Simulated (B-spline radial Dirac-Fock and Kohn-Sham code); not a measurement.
Ir⁵⁺ 5d5/2: cross section and angular parameters

System: the Ir⁵⁺ ion, [Xe] 4f14 5d4; threshold 71.03 eV (orbital energy of the model). Level of theory: Dirac-Hartree-Slater photoionisation with a Latter tail; cross sections with all multipoles, angular parameters from the dipole term and its interference with E2; a radial finite-basis atomic code.

For linearly polarised light dσ/dΩ = σ/(4π) [1 + β P₂(cos θ) + (δ + γ cos²θ) sin θ cos φ], with θ from the polarisation vector and φ the angle between the beam and the projection of the electron momentum on the plane normal to the polarisation.

| hν (eV) | σ (kb) | β | γ | δ |
| --- | --- | --- | --- | --- |
| 82.9 | 911 | 1.452 | -0.009 | 0.019 |
| 98.4 | 409 | 1.810 | 0.114 | 0.019 |
| 118 | 185 | 1.984 | 0.283 | 0.003 |
| 142 | 79.2 | 1.692 | 0.406 | -0.023 |
| 232 | 29.8 | -0.611 | -0.097 | 0.057 |
| 345 | 32.0 | 0.116 | 0.116 | 0.058 |
| 400 | 31.6 | 0.381 | 0.179 | 0.044 |
| 800 | 18.2 | 1.114 | 0.086 | 0.002 |
| 900 | 15.5 | 1.180 | 0.046 | 0.001 |
| 949 | 14.4 | 1.206 | 0.029 | 0.000 |
| 1253.6 | 9.33 | 1.310 | -0.033 | 0.003 |
| 1320 | 8.54 | 1.324 | -0.038 | 0.004 |
| 1750 | 5.03 | 1.374 | -0.021 | 0.012 |
| 1880 | 4.35 | 1.380 | -0.004 | 0.015 |
| 1980 | 3.91 | 1.383 | 0.012 | 0.017 |
| 2000 | 3.83 | 1.384 | 0.015 | 0.017 |
| 3170 | 1.33 | 1.364 | 0.271 | 0.040 |
| 3550 | 1.00 | 1.347 | 0.362 | 0.047 |
| 3610 | 0.958 | 1.345 | 0.376 | 0.048 |
| 4000 | 0.733 | 1.326 | 0.468 | 0.056 |
| 4020 | 0.724 | 1.325 | 0.472 | 0.057 |
| 4560 | 0.516 | 1.298 | 0.594 | 0.067 |
| 5414.7 | 0.320 | 1.255 | 0.772 | 0.085 |
| 8047.8 | 0.0986 | 1.131 | 1.215 | 0.140 |
| 8240 | 0.0916 | 1.123 | 1.243 | 0.145 |
| 10200 | ? | ? | ? | ? |
| 12000 | 0.0274 | 0.984 | 1.679 | 0.225 |

Question: Give the values at 10200 eV.

Answer: σ = 0.0466 kb, β = 1.046, γ = 1.491, δ = 0.186.

Values without a named source are computed, but for edge energies of neutral atoms, which are taken from tables.
